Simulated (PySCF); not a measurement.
Sb2, SMILES [Sb]#[Sb] (connectivity only; charge and spin as stated), charge +1, multiplicity 2.

Geometry: B3LYP-D3(BJ)/def2-TZVP. The spin state was assumed, not searched. The def2 effective core potentials stand for the cores of Sb; spin–orbit coupling is left out.

All values below come from PySCF 2.14.0 with C-PCM-PBE0/def2-SVP.

The values are the electrostatic part of the solvation free energy, E(continuum) − E(gas) at the gas-phase geometry, in a cavity of scaled van der Waals radii (PySCF's table); cavitation and dispersion terms are not included. A continuum can't describe solvent molecules that bind to the metal.

```tsv
solvent	ε	ΔG(elec) (kcal/mol)
water	78.36	-57.8
cyclohexanone	15.62	-54.8
tetrahydrofuran	7.43	…
```

### Question
Fill in the missing entries. (An estimate is asked for; the answer gives what the named calculation found.)

### Answer

- tetrahydrofuran, ΔG(elec) (kcal/mol): -50.7
